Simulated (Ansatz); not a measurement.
Mulliken charges of `[OH2+][Au-][Cl]` from PBE/def2-TZVPP in Ansatz (PBE0-D4/def2-TZVP geometry).

```
atom   x (Å)   y (Å)   z (Å)  charge (e)
  O1  -0.709   0.819  -0.410      -0.284
 Au2   0.766  -0.466   0.471       0.123
 Cl3   2.296  -1.783   1.386      -0.339
  H4  -1.598   0.595  -0.117       0.250
  H5  -0.705   0.761  -1.371       0.250
```

By hand: the dipole of these point charges (1 e Å = 4.8032 D).

Σ q r = (-1.059, 0.654, -0.667) e Å, of length 1.412 e Å = 6.78 D.

How does the dipole of the full density compare? (Estimate.)

Computed: (-1.160, 0.660, -0.739) e Å, 7.33 D; the point charges give 0.92 times that, at 2° from its direction.

Point charges leave out the atoms' own dipoles, such as those of lone pairs, and Mulliken's split depends on the basis, so the close match here is no proof of good charges.
